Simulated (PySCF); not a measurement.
# Ce⁴⁷⁺: ionisation energy

Ce⁴⁷⁺ [Ne] 3s1 (2S) → Ce⁴⁸⁺ [Ne] (1S), as a difference of total energies. All numbers are calculated (PySCF 2.14, scalar relativity by spin-free X2C-1e, in an uncontracted even-tempered set (18 s from 10 bohr⁻², ratio 2.5; 12 p from 13 bohr⁻², ratio 2.5; 4 d from 48 bohr⁻², ratio 2.7; 4 f from 72 bohr⁻², ratio 2.7)). Correlated levels: outer shells: 1s2 frozen; virtual orbitals above 40 to 60 times the deepest correlated orbital energy dropped. The calculations carry no spin-orbit coupling.

```json
{"method": "UHF", "ionisation energy (eV)": "3963.8"}
{"method": "MP2 (outer shells)", "ionisation energy (eV)": "3964.5"}
{"method": "SCS-MP2 (outer shells)", "ionisation energy (eV)": "3964.4"}
{"method": "CCSD (outer shells)", "ionisation energy (eV)": "3964.5"}
{"method": "CCSD(T) (outer shells)", "ionisation energy (eV)": "3964.5"}
```

Breit and QED terms and the two-electron picture change are absent.

For comparison: 3963 ± 4 eV (theoretical estimate listed by NIST; NIST Atomic Spectra Database, ionization energies).
